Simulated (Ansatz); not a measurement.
## Worked example: the enthalpy of formation of SiF4 (silicon tetrafluoride)

The species is SiF4 (5 atoms), meant as a singlet with charge 0. SMILES: `F[Si](F)(F)F`. The shape is that of a PBE0-D4/def2-TZVP optimisation.

Total energies at MP2/cc-pVTZ, 9 core orbitals frozen (Ansatz 0.2.0); the atoms run unrestricted:

```
species    state  energy (Eh)
   SiF4  singlet  -688.256883
      F  doublet   -99.605360
     Si  triplet  -288.912503
```

Harmonic wavenumbers at PBE0-D4/def2-TZVP, in cm⁻¹: 258, 258, 381, 381, 381, 796, 1033, 1034, 1034.

Measured heats of formation of the gaseous atoms at 298.15 K, in kJ/mol: F 79.4, Si 450.0. Spin-orbit lowering of the atoms at 298 K (mean of the ground term's levels less their thermal mean, from spectra), in kJ/mol: F 1.29, Si 0.44. Take 1 Eh = 2625.50 kJ/mol, 1 cm⁻¹ = 0.0119627 kJ/mol, RT = 2.479 kJ/mol.

**Question.** Work out the heat of formation of the gas at 298 K.

**Answer.** 
1. Electronic atomisation energy: 4 × (-99.605360) + (-288.912503) − (-688.256883) = 0.922940 Eh = 2423.2 kJ/mol.
2. Zero-point energy: half the sum of the wavenumbers, 2778 cm⁻¹ = 33.2 kJ/mol.
3. Thermal vibrational enthalpy, Σ hcν̃/(exp(hcν̃/kT) − 1): 5.5 kJ/mol. Translation, rotation and pV of a non-linear molecule: 4 RT = 9.9 kJ/mol.
4. The 5 free atoms carry 5/2 RT each: 31.0 kJ/mol.
5. Spin-orbit coupling lowers the free atoms by 4 × 1.29 + 0.44 = 5.6 kJ/mol.
6. Atomisation enthalpy at 298 K: 2423.2 − 5.6 − 33.2 − 5.5 − 9.9 + 31.0 = 2400.0 kJ/mol.
7. Sum of the atoms' heats of formation: 767.6 kJ/mol. Heat of formation: 767.6 − 2400.0 = -1632.4 kJ/mol.

The tabulated value is -1614.9 kJ/mol (NIST-JANAF tables; in doubt: the best levels miss it by far, so the table may be at fault), so this level is off by -17.5 kJ/mol, or 0.7 % of the atomisation enthalpy that the table implies (2382.4 kJ/mol). Anharmonicity and any spin-orbit splitting of the molecule are left out, and so is core correlation.
